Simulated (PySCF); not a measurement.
Computed shifts of a molecule F2H4OSi2, PySCF with HF/pcSseg-1, GIAO, gas phase, atoms alike by connectivity averaged where their shifts nearly agree, in ppm (number of nuclei): ²⁹Si: -41.0 (1), -76.8 (1). ¹⁹F: -114.8 (2). ¹H: 4.88 (3), 4.19 (1). References: ²⁹Si against TMS (σ = 393.8 ppm); ¹⁷O against H2O (σ = 333.0 ppm); ¹⁹F against CFCl3 (σ = 238.5 ppm); ¹H against TMS (σ = 31.99 ppm), references at their B3LYP-D3(BJ)/def2-TZVP geometries, non-relativistic. Geometry optimised at B3LYP-D3(BJ)/def2-SVP. A frequency run showed that this geometry is not a minimum. Other conformers were not sampled.

### Question
Which structure fits?
A. O[Si@@H](F)[SiH2]F
B. F[SiH](F)O[SiH3]
C. O[Si](F)(F)[SiH3]
D. O[SiH2][SiH](F)F

### Answer
B, F[SiH](F)O[SiH3]
